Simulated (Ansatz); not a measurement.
Ansatz (an electronic-structure program) input (CAM-B3LYP/def2-TZVPD):

Ansatz 0.2 input:
```yaml
crystal:
  periodic: [false, false, false]
  atoms:
    - {symbol: Nb, position_ang: [0.04696033, -0.06705976, -0.18420326]}
    - {symbol: O, position_ang: [-1.37568317, -0.96807536, 0.15609525]}
    - {symbol: O, position_ang: [-0.43373198, 1.54784782, -0.51969561]}
    - {symbol: F, position_ang: [1.39443864, -0.20985882, 1.16234849]}
basis:
  gaussian:
    orbitals: def2-TZVPD
hamiltonian:
  xc: {name: CAM-B3LYP}
total_charge: 1
magnetization: {spin_polarized: true, initial_magnetization: 1}
```

Output:

```
Functional definition: CAM-B3LYP
integrals: 0.08 GiB planned
920 factors; their error is unknown
integrals: 0.12 GiB planned
245 factors; integrals over basis functions are off by at most 3.4e-5 eV
mean field: 0.95 GiB planned
mean field evaluation 1: about -8329.2887 eV, gradient 8.6e1 eV
mean field evaluation 2: about -8103.4449 eV, gradient 2.6e2 eV
mean field evaluation 4: about -8352.6163 eV, gradient 2.1e1 eV
mean field evaluation 8: about -8353.9659 eV, gradient 2.5e-1 eV
mean field evaluation 16: about -8354.0025 eV, gradient 4.0e-3 eV
mean field evaluation 32: about -8354.0025 eV, gradient 1.6e-5 eV
mean field -8354.00246684 eV, -307.0039281099 hartree, gradient 9.7e-6 eV, S^2 0.814456; 1 other end points of the search recorded, 0 dependent functions left out
reference -8354.00259850 eV, -307.0039329486 hartree; 19, 18 occupied and 141, 142 virtual orbitals, 920 factors
Total energy: -8354.00259850 eV, -307.0039329486 hartree
```

This state (charge 1, doublet) is run at the relaxed geometry of the species with charge 0 and multiplicity 1.
